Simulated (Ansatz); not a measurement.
The cluster Mg2Zn2, relaxed as a singlet with RKS PBE/def2-SVP in Ansatz, starting from the GFN1-xTB geometry. Force threshold 0.02 eV/Å.

The structure comes from a short search, and lower isomers may exist.

Start:

```tsv
atom	x (Å)	y (Å)	z (Å)
Mg1	1.128	-0.172	-1.341
Mg2	0.478	1.222	1.177
Zn3	-1.465	0.382	-0.593
Zn4	-0.141	-1.432	0.757
```

| step | energy (eV) | largest force component (eV/Å) | SCF passes |
| --- | --- | --- | --- |
| 1 | -107689.5962 | 0.287 | 25 |
| 2 | -107689.6142 | 0.064 | 29 |
| 3 | -107689.6158 | 0.008 | 30 |

Force components are those of the run's own axes.

End:

```xyz
4

Mg    1.152   -0.198   -1.398
Mg    0.471    1.258    1.231
Zn   -1.467    0.368   -0.584
Zn   -0.156   -1.428    0.751
```

By distances, no bond broke or formed. The bond that changes most is Mg1–Mg2, from 2.95 to 3.08 Å (atoms count from 1).

No frequencies were taken in this run, so the end may be a saddle point.

It took 9.5 s on 2 threads of Arm Neoverse V1 on a shared host.
